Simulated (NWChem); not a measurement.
System: SiH2Cl2; SMILES Cl[SiH2]Cl

Here is an NWChem input.

```
start job
memory heap 200 mb stack 900 mb global 1100 mb
geometry units angstroms
  Si    -0.017117    -0.795856     0.034758
  Cl     1.649298     0.326822     0.014018
  Cl    -1.633777     0.394832    -0.045535
  H     -0.055442    -1.550448     1.277974
  H     -0.013539    -1.656860    -1.137899
end
basis spherical
  * library def2-svp
end
dft
  xc pbe0
  iterations 150
end
driver
  maxiter 120
end
task dft optimize
task dft freq
```

NWChem printed, in part:

```
             Northwest Computational Chemistry Package (NWChem) 7.3.0
             --------------------------------------------------------

 C2V symmetry detected

                             Geometry "geometry" -> ""
                             -------------------------

 Output coordinates in angstroms (scale by  1.889725989 to convert to a.u.)

  No.       Tag          Charge          X              Y              Z
 ---- ---------------- ---------- -------------- -------------- --------------
    1 Si                  14.0000     0.00000000     0.00000000    -0.75512574
    2 Cl                  17.0000    -1.64215966     0.00000000     0.40292709
    3 Cl                  17.0000     1.64215966     0.00000000     0.40292709
    4 H                    1.0000     0.00000000     1.20928922    -1.56388040
    5 H                    1.0000     0.00000000    -1.20928922    -1.56388040

 Effective nuclear repulsion energy (a.u.)     195.0222129241

      Symmetry information
      --------------------

 Group name             C2v
 Group number             16
 Group order               4
 No. of unique centers     3

                                Z-matrix (autoz)
                                --------

 Units are Angstrom for bonds and degrees for angles

      Type          Name      I     J     K     L     M      Value
      ----------- --------  ----- ----- ----- ----- ----- ----------
    1 Stretch                  1     2                       2.00942
    2 Stretch                  1     3                       2.00942
    3 Stretch                  1     4                       1.45481
    4 Stretch                  1     5                       1.45481
    5 Bend                     2     1     3               109.61693
    6 Bend                     2     1     4               108.68605
    7 Bend                     2     1     5               108.68605
    8 Bend                     3     1     4               108.68605
    9 Bend                     3     1     5               108.68605
   10 Bend                     4     1     5               112.45197

                           NWChem Geometry Optimization
                           ----------------------------

 maximum gradient threshold         (gmax) =   0.000450
 rms gradient threshold             (grms) =   0.000300
 maximum cartesian step threshold   (xmax) =   0.001800
 rms cartesian step threshold       (xrms) =   0.001200
 fixed trust radius                (trust) =   0.300000
 source of zmatrix                         =   autoz

          -------------------
          Energy Minimization
          -------------------

 Using diagonal initial Hessian
 Scaling for Hessian diagonals: bonds = 1.00  angles = 0.25  torsions = 0.10

          --------
          Step   0

                                 NWChem DFT Module
                                 -----------------

 Summary of "ao basis" -> "ao basis" (spherical)
 ------------------------------------------------------------------------------
       Tag                 Description            Shells   Functions and Types
 ---------------- ------------------------------  ------  ---------------------
 Si                         def2-svp                 8       18   4s3p1d
 Cl                         def2-svp                 8       18   4s3p1d
 H                          def2-svp                 3        5   2s1p

      Symmetry analysis of basis
      --------------------------

        a1         26
        a2          7
        b1         18
        b2         13

            General Information
            -------------------
          SCF calculation type: DFT
          Wavefunction type:  closed shell.
          No. of atoms     :     5
          No. of electrons :    50
           Alpha electrons :    25
            Beta electrons :    25
          Charge           :     0
          Spin multiplicity:     1
          Use of symmetry is: on ; symmetry adaption is: on
          Maximum number of iterations: 150
          AO basis - number of functions:    64
                     number of shells:    30
          Convergence on energy requested:  1.00D-06
          Convergence on density requested:  1.00D-05
          Convergence on gradient requested:  5.00D-04

              XC Information
              --------------
                         PBE0 Method XC Functional
                     Hartree-Fock (Exact) Exchange  0.250
          PerdewBurkeErnzerhof Exchange Functional  0.750
            Perdew 1991 LDA Correlation Functional  1.000 local
           PerdewBurkeErnz. Correlation Functional  1.000 non-local

             Grid Information
             ----------------
          Grid used for XC integration:  medium
          Radial quadrature: Mura-Knowles
          Angular quadrature: Lebedev.
          Tag              B.-S. Rad. Rad. Pts. Rad. Cut. Ang. Pts.
          ---              ---------- --------- --------- ---------
          Si                  1.10       88           7.0       590
          Cl                  1.00       88           9.0       590
          H                   0.35       45           8.0       434
          Grid pruning is: on
          Number of quadrature shells:   221
          Spatial weights used:  Erf1

      Superposition of Atomic Density Guess
      -------------------------------------

 Sum of atomic energies:       -1208.38414075

      Non-variational initial energy
      ------------------------------

 Total energy =   -1209.177444
 1-e energy   =   -2060.166701
 2-e energy   =     655.967044
 HOMO         =      -0.368522
 LUMO         =       0.099608

      Symmetry analysis of molecular orbitals - initial
      -------------------------------------------------

  Numbering of irreducible representations:

     1 a1          2 a2          3 b1          4 b2

  Orbital symmetries:

     1 a1          2 b1          3 a1          4 a1          5 b1
     6 a1          7 b1          8 b2          9 a1         10 b1
    11 a2         12 a1         13 b2         14 b1         15 a1
    16 a1         17 b1         18 a1         19 b1         20 a1
    21 b2         22 a2         23 a1         24 b1         25 b2
    26 b1         27 a1         28 a1         29 b2         30 a1
    31 b2         32 a1         33 b1         34 a1         35 a2

   convergence    iter        energy       DeltaE   RMS-Dens  Diis-err
 ---------------- ----- ----------------- --------- --------- ---------
 d= 0,ls=0.0,diis     1  -1210.3324633406 -1.41D+03  1.43D-02  3.56D-01
 d= 0,ls=0.0,diis     2  -1210.3347693884 -2.31D-03  8.32D-03  2.64D-01
 d= 0,ls=0.0,diis     3  -1210.3741576522 -3.94D-02  1.53D-03  1.12D-02
 d= 0,ls=0.0,diis     4  -1210.3757487042 -1.59D-03  2.27D-04  1.62D-04
 d= 0,ls=0.0,diis     5  -1210.3757687150 -2.00D-05  3.10D-05  3.42D-06
 d= 0,ls=0.0,diis     6  -1210.3757691901 -4.75D-07  4.93D-06  1.36D-07

         Total DFT energy =    -1210.375769190054
      One electron energy =    -2061.260880678892
           Coulomb energy =      733.696413669531
    Exchange-Corr. energy =      -77.833515104802
 Nuclear repulsion energy =      195.022212924109

 Numeric. integr. density =       50.000008831072

                  Occupations of the irreducible representations
                  ----------------------------------------------

                     irrep           alpha         beta
                     --------     --------     --------
                     a1               11.0         11.0
                     a2                2.0          2.0
                     b1                8.0          8.0
                     b2                4.0          4.0

                       DFT Final Molecular Orbital Analysis
                       ------------------------------------

 Vector   23  Occ=2.000000D+00  E=-3.538664D-01  Symmetry=a2
              MO Center= -5.3D-14,  1.4D-15,  3.6D-01, r^2= 3.7D+00
   Bfn.  Coefficient  Atom+Function         Bfn.  Coefficient  Atom+Function
  ----- ------------  ---------------      ----- ------------  ---------------
    30      0.460583  2 Cl py                48     -0.460583  3 Cl py
    27      0.336740  2 Cl py                45     -0.336740  3 Cl py
    24      0.196293  2 Cl py                42     -0.196293  3 Cl py
    14     -0.072544  1 Si d -2

[...]

      ----------------------
      Optimization converged
      ----------------------

  Step       Energy      Delta E   Gmax     Grms     Xrms     Xmax
  ---- ---------------- -------- -------- -------- -------- --------
@    4   -1210.37814696 -6.1D-07  0.00004  0.00003  0.00057  0.00116
                                     ok       ok       ok       ok

                                Z-matrix (autoz)
                                --------

 Units are Angstrom for bonds and degrees for angles

      Type          Name      I     J     K     L     M      Value     Gradient
      ----------- --------  ----- ----- ----- ----- ----- ---------- ----------
    1 Stretch                  1     2                       2.05583   -0.00004
    2 Stretch                  1     3                       2.05583   -0.00004
    3 Stretch                  1     4                       1.48338    0.00003
    4 Stretch                  1     5                       1.48338    0.00003
    5 Bend                     2     1     3               109.99211   -0.00004
    6 Bend                     2     1     4               108.59634    0.00001
    7 Bend                     2     1     5               108.59634    0.00001
    8 Bend                     3     1     4               108.59634    0.00001
    9 Bend                     3     1     5               108.59634    0.00001
   10 Bend                     4     1     5               112.45065   -0.00000

                         Geometry "geometry" -> "geometry"
                         ---------------------------------

 Output coordinates in angstroms (scale by  1.889725989 to convert to a.u.)

  No.       Tag          Charge          X              Y              Z
 ---- ---------------- ---------- -------------- -------------- --------------
    1 Si                  14.0000     0.00000000     0.00000000    -0.75726162
    2 Cl                  17.0000    -1.68395264     0.00000000     0.42202744
    3 Cl                  17.0000     1.68395264     0.00000000     0.42202744
    4 H                    1.0000     0.00000000     1.23302774    -1.58191280
    5 H                    1.0000     0.00000000    -1.23302774    -1.58191280

 Effective nuclear repulsion energy (a.u.)     190.5726981081

      Symmetry information
      --------------------

 Group name             C2v
 Group number             16
 Group order               4
 No. of unique centers     3

                Final and change from initial internal coordinates
                --------------------------------------------------

                                Z-matrix (autoz)
                                --------

 Units are Angstrom for bonds and degrees for angles

      Type          Name      I     J     K     L     M      Value       Change
      ----------- --------  ----- ----- ----- ----- ----- ---------- ----------
    1 Stretch                  1     2                       2.05583    0.04640
    2 Stretch                  1     3                       2.05583    0.04640
    3 Stretch                  1     4                       1.48338    0.02857
    4 Stretch                  1     5                       1.48338    0.02857
    5 Bend                     2     1     3               109.99211    0.37518
    6 Bend                     2     1     4               108.59634   -0.08971
    7 Bend                     2     1     5               108.59634   -0.08971
    8 Bend                     3     1     4               108.59634   -0.08971
    9 Bend                     3     1     5               108.59634   -0.08971
   10 Bend                     4     1     5               112.45065   -0.00132

 ==============================================================================
                                internuclear distances
 ------------------------------------------------------------------------------
       center one      |      center two      | atomic units |  angstroms
 ------------------------------------------------------------------------------
    2 Cl               |   1 Si               |     3.88495  |     2.05583
    3 Cl               |   1 Si               |     3.88495  |     2.05583
    4 H                |   1 Si               |     2.80318  |     1.48338
    5 H                |   1 Si               |     2.80318  |     1.48338
 ------------------------------------------------------------------------------
                         number of included internuclear distances:          4
 ==============================================================================

[second-derivative integrals and response iterations left out]

  Vibrational analysis via the FX method

  See chapter 2 in "Molecular Vibrations" by Wilson, Decius and Cross

  Vib: Default input used

[...]

 Rotational Constants
 --------------------
 A=   0.463843 cm-1  (  0.667352 K)
 B=   0.083708 cm-1  (  0.120435 K)
 C=   0.072788 cm-1  (  0.104723 K)

 Temperature                      =   298.15K
 frequency scaling parameter      =   1.0000

 Zero-Point correction to Energy  =   12.920 kcal/mol  (  0.020589 au)
 Thermal correction to Energy     =   15.520 kcal/mol  (  0.024733 au)
 Thermal correction to Enthalpy   =   16.113 kcal/mol  (  0.025677 au)

 Total Entropy                    =   68.460 cal/mol-K
   - Translational                =   39.698 cal/mol-K (mol. weight =  99.9303)
   - Rotational                   =   24.460 cal/mol-K (symmetry #  =        2)
   - Vibrational                  =    4.302 cal/mol-K

 Cv (constant volume heat capacity) =   12.827 cal/mol-K
   - Translational                  =    2.979 cal/mol-K
   - Rotational                     =    2.979 cal/mol-K
   - Vibrational                    =    6.868 cal/mol-K

[normal modes left out]

 ----------------------------------------------------------------------------
 Normal Eigenvalue ||           Projected Infra Red Intensities
  Mode   [cm**-1]  || [atomic units] [(debye/angs)**2] [(KM/mol)] [arbitrary]
 ------ ---------- || -------------- ----------------- ---------- -----------
    1       -0.000 ||    0.001548           0.036         1.509       0.298
    2       -0.000 ||    0.000146           0.003         0.143       0.028
    3       -0.000 ||    0.000171           0.004         0.166       0.033
    4        0.000 ||    0.000295           0.007         0.288       0.057
    5        0.000 ||    0.000289           0.007         0.281       0.056
    6        0.000 ||    0.000018           0.000         0.017       0.003
    7      185.855 ||    0.003577           0.083         3.487       0.688
    8      536.238 ||    0.047960           1.106        46.754       9.230
    9      595.807 ||    0.043843           1.011        42.740       8.438
   10      601.801 ||    0.117940           2.721       114.973      22.698
   11      708.005 ||    0.000000           0.000         0.000       0.000
   12      889.169 ||    0.269456           6.217       262.679      51.859
   13      949.222 ||    0.125377           2.893       122.224      24.130
   14     2281.498 ||    0.065790           1.518        64.135      12.662
   15     2294.116 ||    0.102988           2.376       100.398      19.821
 ----------------------------------------------------------------------------
```

Level: PBE0/def2-SVP.
